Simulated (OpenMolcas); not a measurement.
**Cr2+: effect of the metal basis**

Cr2+ with its 6 nearest chloride ions at 2.651 Å, on the Na site of NaCl (a = 5.64056 Å, distance in the model lattice 2.820 Å). The rest of the host is ab initio model potentials to 7.6 Å and point charges beyond; the distance is set by hand and nothing relaxes, and no local charge compensation is placed.

```
Program             : OpenMolcas 26.06
Method              : CASSCF
Spin-orbit coupling : RASSI with atomic mean-field integrals over the reference wave functions
```

Fixed: ligand basis ANO-RCC-VDZP, active space 4 electrons in 5 orbitals (3d), DKH2 Hamiltonian.

States (labels of O, the rotations of Oh). Energies in cm-1 above the lowest state or level, χT in cm3 K/mol; 10Dq and B are least-squares fits to the states below 45000 cm-1, weighted by degeneracy, with a free offset, and given where the rms deviation is under 5 % of |10Dq| (or 100 cm-1) and under 700 cm-1.

| Run | Metal basis | Ground state | First state of that spin | 10Dq | B (rms of fit) | First gap with spin-orbit (degeneracies) | χT at 300 K | First state of another spin | Cost |
| --- | --- | --- | --- | --- | --- | --- | --- | --- | --- |
| A | ANO-RCC-VDZP | 5E | 5T2 4750 | 4923 | 973 (73) | 7.1 (1, 3) | 2.920 | 3T1 16116 | roughly 50 core-seconds |
| B | ANO-RCC-VTZP | 5E | 5T2 4684 | 4849 | 990 (76) | 6.9 (1, 3) | 2.922 | 3T1 16526 | roughly 70 core-seconds |

Against A, |10Dq| changes by -1.5 % in B.

Costs are those of the RASSCF and RASSI steps.

An orbital doublet at a regular site is open to a Jahn-Teller distortion, which this geometry leaves out. Without dynamic correlation the repulsion within the d shell is too large (B by tens of per cent), so at a given field states of lower spin stand too high. Ligand-to-metal charge-transfer states are missing. With no ligand orbital active B as a rule stays too high, so bands that hang on it stand too high and its fall with covalency is understated. With metal d orbitals alone and no dynamic correlation the field as a rule comes out too small, by tens of per cent, by up to half for chloride and softer ligands. No measured value stands beside these numbers; the geometry was set by hand and not optimised.
